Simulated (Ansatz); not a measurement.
C2H9N2Nb (`[CH3][Nb]([CH3])(=[NH])[NH2]`), relaxed with RKS PBE-D4/def2-SVP in the Gaussian-basis code of Ansatz from a rough embedded geometry. The force threshold is 0.03 eV/Å; the program also tests the step.

Total charge 0; spin multiplicity 1. Nb: def2 effective core potential.

Start:

```xyz
14

C     0.058   -1.662    0.953
Nb    0.214    0.001   -0.417
C    -1.506    1.304   -0.061
N     0.218   -0.552   -2.257
N     2.013    1.079   -0.038
H     1.114   -1.957    1.336
H    -0.303   -2.578    0.390
H    -0.566   -1.442    1.771
H    -2.377    0.998   -0.770
H    -1.249    2.371   -0.346
H    -1.839    1.257    0.972
H     0.138   -1.614   -2.440
H     1.770    2.031    0.010
H     2.317    0.765    0.896
```

```json
{"step": "1", "energy (eV)": "-6741.4107", "largest force (eV/Å)": "3.444", "largest move (Å)": "0.000"}
{"step": "2", "energy (eV)": "-6742.2209", "largest force (eV/Å)": "1.103", "largest move (Å)": "0.195"}
{"step": "3", "energy (eV)": "-6742.3851", "largest force (eV/Å)": "2.133", "largest move (Å)": "0.195"}
{"step": "4", "energy (eV)": "-6742.5572", "largest force (eV/Å)": "2.175", "largest move (Å)": "0.195"}
{"step": "5", "energy (eV)": "-6742.8117", "largest force (eV/Å)": "0.983", "largest move (Å)": "0.200"}
{"step": "6", "energy (eV)": "-6742.9688", "largest force (eV/Å)": "0.545", "largest move (Å)": "0.200"}
{"step": "7", "energy (eV)": "-6743.0700", "largest force (eV/Å)": "0.415", "largest move (Å)": "0.200"}
{"step": "8", "energy (eV)": "-6743.1183", "largest force (eV/Å)": "0.128", "largest move (Å)": "0.200"}
{"step": "9", "energy (eV)": "-6743.1217", "largest force (eV/Å)": "0.414", "largest move (Å)": "0.117"}
{"step": "10 (rejected)", "energy (eV)": "-6743.1034", "largest force (eV/Å)": "0.562", "largest move (Å)": "0.178"}
{"step": "11", "energy (eV)": "-6743.1344", "largest force (eV/Å)": "0.080", "largest move (Å)": "0.086"}
{"step": "12", "energy (eV)": "-6743.1362", "largest force (eV/Å)": "0.200", "largest move (Å)": "0.100"}
{"step": "13", "energy (eV)": "-6743.1410", "largest force (eV/Å)": "0.186", "largest move (Å)": "0.091"}
{"step": "14", "energy (eV)": "-6743.1446", "largest force (eV/Å)": "0.010", "largest move (Å)": "0.058"}
{"step": "15", "energy (eV)": "-6743.1452", "largest force (eV/Å)": "0.032", "largest move (Å)": "0.052"}
{"step": "16", "energy (eV)": "-6743.1453", "largest force (eV/Å)": "0.048", "largest move (Å)": "0.044"}
{"step": "17", "energy (eV)": "-6743.1455", "largest force (eV/Å)": "0.015", "largest move (Å)": "0.006"}
```

End:

```xyz
14

C     0.072   -1.771    0.965
Nb    0.208    0.026   -0.256
C    -1.621    1.198   -0.121
N     0.381   -0.487   -1.931
N     1.811    1.100    0.185
H     0.895   -2.501    0.815
H    -0.882   -2.295    0.719
H     0.043   -1.502    2.047
H    -2.487    0.518   -0.294
H    -1.702    2.027   -0.853
H    -1.727    1.630    0.902
H     0.461   -0.798   -2.902
H     2.618    1.343   -0.397
H     1.930    1.512    1.120
```

Hardware: 4 threads of an Intel Xeon Platinum 8259CL on a shared host. Wall time 42 s, peak host memory 0.2 GiB.
